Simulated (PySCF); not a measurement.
Worked example: refractive index and permittivity of the vapour

C₄H₄N, SMILES c1c[nH]c[c]1, multiplicity 2.

Geometry optimised at PBE0-D3(BJ)/def2-SVP. The isomer is the one that the SMILES or the coordinates give; other isomers of the formula were not compared.

CAM-B3LYP/def2-TZVP run with PySCF gives a mean static polarisability of 48.5 bohr³ and a dipole moment of 2.62 D. Take an ideal gas at 298.15 K and 1 bar, whether or not the substance is that volatile.

Work out n − 1 in the optical limit and the static ε − 1.


Polarisability volume α' = 48.5 × 0.148185 = 7.19 Å³. Number density N = p/kT = 2.43e-5 Å⁻³.
Dilute limit of Lorentz–Lorenz: n − 1 = 2π N α' = 0.0011.
Orientation term of Debye: μ²/(3kT) = 8.098 Å³ × μ²(D²) = 55.59 Å³.
ε − 1 = 4π N (α' + μ²/3kT) = 0.019. Orientation of the dipole supplies 89 % of the static response; it can't follow optical fields. Vibrational polarisation and dispersion are left out.
